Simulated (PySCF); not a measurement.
**Vibration and rotation of WCl**

M06 constants of WCl, ⁶Σ⁺ (sextet), unpaired electrons σ ↑, π ↑↑, δ ↑↑ (PySCF, scalar-relativistic core potentials, basis sets W def2-TZVPPD with ECP60, Cl def2-TZVPPD; masses 183.9509 and 34.9689 u):

- ωe: 381.8 cm⁻¹
- ωexe: 1.04 cm⁻¹
- Be: 0.1101 cm⁻¹
- αe: 0.000407 cm⁻¹

(1) What force constant and bond length do these constants imply?

(2) Estimate the centrifugal constant D from the Kratzer relation and find the Dunham coefficient a1.

De is left out where the level can put another filling of the metal’s s and d shells below the measured ground configuration, by anything from nothing to about 1 eV. These are scalar-relativistic numbers at best; spin–orbit coupling would shift them, the dissociation energy most. The state is the lowest single determinant that the PBE0 search found; with open d or f shells the true ground state can be another one.

Answers

(1) Reduced mass μred = 29.383 u; k = 5.8918×10⁻⁷·μred·ωe² (u, cm⁻¹, mdyn/Å) = 2.52 mdyn/Å; Re = √(16.8576/(μred·Be)) (u, cm⁻¹, Å) = 2.283 Å.

(2) D = 4Be³/ωe² = 3.66e-08 cm⁻¹; a1 = −1 − αeωe/(6Be²) = -3.14.
